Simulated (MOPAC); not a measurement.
Job for MOPAC: PM3 on F2Pb (SMILES [F][Pb][F]), a point of a bond scan (R = 3.083 Å).

```
PM3 1SCF PRECISE CHARGE=0 THREADS=1
F2Pb

Pb     0.02962032 1    -0.01891666 1     0.24316538 1
F      0.95325906 1     2.12498498 1    -1.77127186 1
F     -0.91525349 1    -1.23799932 1    -1.11571404 1
```

Output:

```
*******************************************************************************
 **                                                                           **
 **                              MOPAC v23.2.5                                **
 **                                                                           **
 *******************************************************************************
 ** MOPAC's Digital Object Identifier: https://doi.org/10.5281/zenodo.6511958 **
 **                                                                           **
 ** Please cite the open-source release paper for use of this MOPAC version:  **
 ** J. E. Moussa and J. J. P. Stewart (2026)                                  **
 ** MOPAC: An open-source semiempirical molecular orbital program             **
 ** J. Open Source Softw., 11(119), 8025, https://doi.org/10.21105/joss.08025 **
 *******************************************************************************

                              PM3 CALCULATION RESULTS

 *******************************************************************************
 *  PM3        - The PM3 Hamiltonian to be used
 *
 *
 *
 *                 CHARGE ON SYSTEM = 0
 *
 *
 *
 *  PRECISE    - TIGHTER CRITERIA TO BE USED
 *  1SCF       - DO 1 SCF AND THEN STOP
 *  THREADS=1  - MULTI-THREADING NOT USED
 *  T=         - A TIME OF 172800.0 SECONDS REQUESTED
 *  DUMP=N     - RESTART FILE WRITTEN EVERY 7200.0 SECONDS REQUESTED
 *******************************************************************************
PM3 1SCF PRECISE CHARGE=0 THREADS=1
 F2Pb

   ATOM   CHEMICAL          X               Y               Z
  NUMBER   SYMBOL      (ANGSTROMS)     (ANGSTROMS)     (ANGSTROMS)

     1      Pb          0.02962032  *  -0.01891666  *   0.24316538  *
     2       F          0.95325906  *   2.12498498  *  -1.77127186  *
     3       F         -0.91525349  *  -1.23799932  *  -1.11571404  *



          CARTESIAN COORDINATES

    NO.       ATOM           X           Y           Z

     1        Pb          0.0296     -0.0189      0.2432
     2         F          0.9533      2.1250     -1.7713
     3         F         -0.9153     -1.2380     -1.1157

  F: (PM3): J. J. P. STEWART, J. COMP. CHEM. 10, 209 (1989).
 Pb: (PM3): J. J. P. STEWART, J. COMP. CHEM. 12, 320-341 (1991).

           Empirical Formula: Pb F2  =     3 atoms



      MOLECULAR POINT GROUP   :   Cs


      RHF CALCULATION, NO. OF DOUBLY OCCUPIED LEVELS = 9


 -------------------------------------------------------------------------------
 PM3 1SCF PRECISE CHARGE=0 THREADS=1
 F2Pb



     1SCF WAS SPECIFIED, SO BFGS WAS NOT USED
     SCF FIELD WAS ACHIEVED


                              PM3 CALCULATION
                                                       MOPAC v23.2.5 Linux




          FINAL HEAT OF FORMATION =        -21.24457 KCAL/MOL =     -88.88727 KJ/MOL


          COSMO AREA              =        103.98 SQUARE ANGSTROMS
          COSMO VOLUME            =         86.34 CUBIC ANGSTROMS

          IONIZATION POTENTIAL    =          9.752380 EV
          HOMO LUMO ENERGIES (EV) =         -9.752 -3.064
          NO. OF FILLED LEVELS    =          9
          MOLECULAR WEIGHT        =        245.1968         POINT GROUP:  Cs

          MOLECULAR DIMENSIONS (Angstroms)

            Atom       Atom       Distance
            F     3    F     2     3.90266
            F     2   Pb     1     1.61271
           Pb     1    F     3     0.00000


          SCF CALCULATIONS        =          1





   ATOM   CHEMICAL          X               Y               Z
  NUMBER   SYMBOL      (ANGSTROMS)     (ANGSTROMS)     (ANGSTROMS)

     1      Pb          0.02962032  *  -0.01891666  *   0.24316538  *
     2       F          0.95325906  *   2.12498498  *  -1.77127186  *
     3       F         -0.91525349  *  -1.23799932  *  -1.11571404  *

                             CARTESIAN COORDINATES

   1   Pb        0.029620320    -0.018916660     0.243165380
   2    F        0.953259060     2.124984980    -1.771271860
   3    F       -0.915253490    -1.237999320    -1.115714040


           Empirical Formula: Pb F2  =     3 atoms



      MOLECULAR POINT GROUP   :   Cs


                  EIGENVALUES
 -18.96390 -15.93645 -15.09346 -14.81694 -14.73358 -11.84333 -10.93818 -10.93431
  -9.75238  -3.06367  -2.31299  -0.59044


              NET ATOMIC CHARGES AND DIPOLE CONTRIBUTIONS

  ATOM NO.   TYPE          CHARGE      No. of ELECS.   s-Pop       p-Pop
    1         Pb           0.998924        3.0011     1.95422     1.04686
    2          F          -0.583209        7.5832     1.96838     5.61483
    3          F          -0.415715        7.4157     1.71961     5.69610
 DIPOLE           X         Y         Z       TOTAL
 POINT-CHG.    -0.701    -3.571     8.356     9.115
 HYBRID        -0.285    -0.239    -0.862     0.939
 SUM           -0.986    -3.811     7.494     8.465


          ATOMIC ORBITAL ELECTRON POPULATIONS

     Atom    s        px        py        pz
    1 Pb   1.95422   0.19096   0.36563   0.49026
    2  F   1.96838   1.95876   1.81038   1.84570
    3  F   1.71961   1.90047   1.89192   1.90371

 **********************
 *                    *
 * JOB ENDED NORMALLY *
 *                    *
 **********************




 == MOPAC DONE ==
```

The run finished.

Cost: around 0.03 core-seconds (rough).
